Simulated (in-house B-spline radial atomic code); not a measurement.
Neutral arsenic is squeezed into an impenetrable sphere of radius R (the orbitals vanish at R). Method: non-relativistic PBE, spin-polarised, spherical fractional occupations, point nucleus. Calculated with an all-electron radial atomic-structure program (B-spline basis).

Energies in eV above the free atom in [Ar] 3d10 4s2 4p3:

| R (bohr) | highest level (eV) | [Ar] 3d10 4s2 4p3 | [Ar] 3d10 4s1 4p4 | [Ar] 3d10 4s1 4p3 4d1 | -dE/dV in [Ar] 3d10 4s2 4p3 (GPa) |
| --- | --- | --- | --- | --- | --- |
| 9.4 | -5.94 | 0.006847 | 8.852 | 15.15 | 0.00874 |
| 6.11 | -5.33 | 0.4955 | 9.439 | 17.32 | 1.5 |
| 5.23 | -4.43 | 1.603 | 10.73 | 19.65 | 6.84 |
| 4.1 | -0.941 | 7.794 | 17.69 | 29.13 | 57.8 |
| 3.51 | 3.71 | 18.72 | 29.62 | 43.55 | 200 |
| 2.94 | 13.2 | 46.07 | 58.81 | 76.73 | 754 |
| 2.65 | 22 | 75.18 | 89.4 | 110.3 | 1600 |
| 2.39 | 34.3 | 119.8 | 135.9 | 160.1 | 3340 |
| 1.92 | 79.6 | 306.7 | 327.6 | 359.1 | 15600 |
| 1.27 | 327 | 1609 | 1635 | 1660 | 260000 |

Q: Does [Ar] 3d10 4s1 4p4 fall below [Ar] 3d10 4s2 4p3 under compression?

A: No, it stays above over the whole range.

Q: Does [Ar] 3d10 4s1 4p3 4d1 fall below [Ar] 3d10 4s2 4p3 under compression?

A: No, it stays above over the whole range.

The highest level is first positive in the row R = 3.51 bohr, pushed up by confinement above the zero of the free ion's potential. Each configuration is held fixed and needn't be the lowest in the sphere.
